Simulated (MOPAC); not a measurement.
A run for MOPAC: AM1 on CH3FOSn (SMILES C[O][Sn][F]), a point of a torsion scan.

```
AM1 1SCF PRECISE CHARGE=0 THREADS=1
CH3FOSn

C     -1.07775532 1    -0.13014746 1     0.10019459 1
O      0.19873443 1     0.47089874 1     0.08113719 1
Sn     2.07642968 1     1.13262047 1    -0.03123960 1
F      3.25783656 1    -0.14908340 1     1.14374986 1
H     -1.30745794 1    -0.54698030 1    -0.88212101 1
H     -1.82993749 1     0.61964772 1     0.35508086 1
H     -1.10724833 1    -0.93080974 1     0.84077419 1
```

It printed:

```
*******************************************************************************
 **                                                                           **
 **                              MOPAC v23.2.5                                **
 **                                                                           **
 *******************************************************************************
 ** MOPAC's Digital Object Identifier: https://doi.org/10.5281/zenodo.6511958 **
 **                                                                           **
 ** Please cite the open-source release paper for use of this MOPAC version:  **
 ** J. E. Moussa and J. J. P. Stewart (2026)                                  **
 ** MOPAC: An open-source semiempirical molecular orbital program             **
 ** J. Open Source Softw., 11(119), 8025, https://doi.org/10.21105/joss.08025 **
 *******************************************************************************

                              AM1 CALCULATION RESULTS

 *******************************************************************************
 *  AM1        - The AM1 Hamiltonian to be used
 *
 *
 *
 *                 CHARGE ON SYSTEM = 0
 *
 *
 *
 *  PRECISE    - TIGHTER CRITERIA TO BE USED
 *  1SCF       - DO 1 SCF AND THEN STOP
 *  THREADS=1  - MULTI-THREADING NOT USED
 *  T=         - A TIME OF 172800.0 SECONDS REQUESTED
 *  DUMP=N     - RESTART FILE WRITTEN EVERY 7200.0 SECONDS REQUESTED
 *******************************************************************************
AM1 1SCF PRECISE CHARGE=0 THREADS=1
 CH3FOSn

   ATOM   CHEMICAL          X               Y               Z
  NUMBER   SYMBOL      (ANGSTROMS)     (ANGSTROMS)     (ANGSTROMS)

     1       C         -1.07775532  *  -0.13014746  *   0.10019459  *
     2       O          0.19873443  *   0.47089874  *   0.08113719  *
     3      Sn          2.07642968  *   1.13262047  *  -0.03123960  *
     4       F          3.25783656  *  -0.14908340  *   1.14374986  *
     5       H         -1.30745794  *  -0.54698030  *  -0.88212101  *
     6       H         -1.82993749  *   0.61964772  *   0.35508086  *
     7       H         -1.10724833  *  -0.93080974  *   0.84077419  *



          CARTESIAN COORDINATES

    NO.       ATOM           X           Y           Z

     1         C         -1.0778     -0.1301      0.1002
     2         O          0.1987      0.4709      0.0811
     3        Sn          2.0764      1.1326     -0.0312
     4         F          3.2578     -0.1491      1.1437
     5         H         -1.3075     -0.5470     -0.8821
     6         H         -1.8299      0.6196      0.3551
     7         H         -1.1072     -0.9308      0.8408

  H: (AM1): M.J.S. DEWAR ET AL, J. AM. CHEM. SOC. 107 3902-3909 (1985)
  C: (AM1): M.J.S. DEWAR ET AL, J. AM. CHEM. SOC. 107 3902-3909 (1985)
  O: (AM1): M.J.S. DEWAR ET AL, J. AM. CHEM. SOC. 107 3902-3909 (1985)
  F: (AM1): M.J.S. DEWAR AND E. G. ZOEBISCH, THEOCHEM, 180, 1 (1988).
 Sn: (AM1): J. J. P. STEWART, J. MOL. MOD., 10, 155-164 (2004)

           Empirical Formula: C H3 O Sn F  =     7 atoms



      MOLECULAR POINT GROUP   :   C1


      RHF CALCULATION, NO. OF DOUBLY OCCUPIED LEVELS = 12


 -------------------------------------------------------------------------------
 AM1 1SCF PRECISE CHARGE=0 THREADS=1
 CH3FOSn



     1SCF WAS SPECIFIED, SO BFGS WAS NOT USED
     SCF FIELD WAS ACHIEVED


                              AM1 CALCULATION
                                                       MOPAC v23.2.5 Linux




          FINAL HEAT OF FORMATION =        -93.28271 KCAL/MOL =    -390.29485 KJ/MOL


          COSMO AREA              =        126.07 SQUARE ANGSTROMS
          COSMO VOLUME            =        112.66 CUBIC ANGSTROMS

          IONIZATION POTENTIAL    =          8.627042 EV
          HOMO LUMO ENERGIES (EV) =         -8.627  0.169
          NO. OF FILLED LEVELS    =         12
          MOLECULAR WEIGHT        =        168.7225         POINT GROUP:  C1

          MOLECULAR DIMENSIONS (Angstroms)

            Atom       Atom       Distance
            H     6    F     4     5.20561
            H     7   Sn     3     2.82834
            H     5    H     6     1.67229


          SCF CALCULATIONS        =          1





   ATOM   CHEMICAL          X               Y               Z
  NUMBER   SYMBOL      (ANGSTROMS)     (ANGSTROMS)     (ANGSTROMS)

     1       C         -1.07775532  *  -0.13014746  *   0.10019459  *
     2       O          0.19873443  *   0.47089874  *   0.08113719  *
     3      Sn          2.07642968  *   1.13262047  *  -0.03123960  *
     4       F          3.25783656  *  -0.14908340  *   1.14374986  *
     5       H         -1.30745794  *  -0.54698030  *  -0.88212101  *
     6       H         -1.82993749  *   0.61964772  *   0.35508086  *
     7       H         -1.10724833  *  -0.93080974  *   0.84077419  *

                             CARTESIAN COORDINATES

   1    C       -1.077755320    -0.130147460     0.100194590
   2    O        0.198734430     0.470898740     0.081137190
   3   Sn        2.076429680     1.132620470    -0.031239600
   4    F        3.257836560    -0.149083400     1.143749860
   5    H       -1.307457940    -0.546980300    -0.882121010
   6    H       -1.829937490     0.619647720     0.355080860
   7    H       -1.107248330    -0.930809740     0.840774190


           Empirical Formula: C H3 O Sn F  =     7 atoms



      MOLECULAR POINT GROUP   :   C1


                  EIGENVALUES
 -43.53556 -35.46682 -26.19519 -15.80977 -14.41065 -14.40244 -12.73512 -11.47889
 -11.43388  -9.92804  -9.82793  -8.62704   0.16869   1.20961   2.44505   5.33831
   5.36597   5.47281   6.85668


              NET ATOMIC CHARGES AND DIPOLE CONTRIBUTIONS

  ATOM NO.   TYPE          CHARGE      No. of ELECS.   s-Pop       p-Pop
    1          C           0.064648        3.9354     1.20662     2.72873
    2          O          -0.792935        6.7929     1.82490     4.96803
    3         Sn           1.273085        2.7269     1.91456     0.81236
    4          F          -0.625864        7.6259     1.91335     5.71252
    5          H           0.025794        0.9742     0.97421
    6          H           0.031045        0.9690     0.96896
    7          H           0.024226        0.9758     0.97577
 DIPOLE           X         Y         Z       TOTAL
 POINT-CHG.     1.248     5.456    -3.866     6.803
 HYBRID        -1.291    -2.844     1.767     3.589
 SUM           -0.042     2.612    -2.098     3.351


          ATOMIC ORBITAL ELECTRON POPULATIONS

     Atom    s        px        py        pz
    1  C   1.20662   0.83207   0.93459   0.96207
    2  O   1.82490   1.32656   1.76826   1.87320
    3 Sn   1.91456   0.23635   0.31758   0.25843
    4  F   1.91335   1.89839   1.91171   1.90242
    5  H   0.97421
    6  H   0.96896
    7  H   0.97577

 **********************
 *                    *
 * JOB ENDED NORMALLY *
 *                    *
 **********************




 == MOPAC DONE ==
```

The run finished.

Cost: very roughly 0.010 core-seconds.
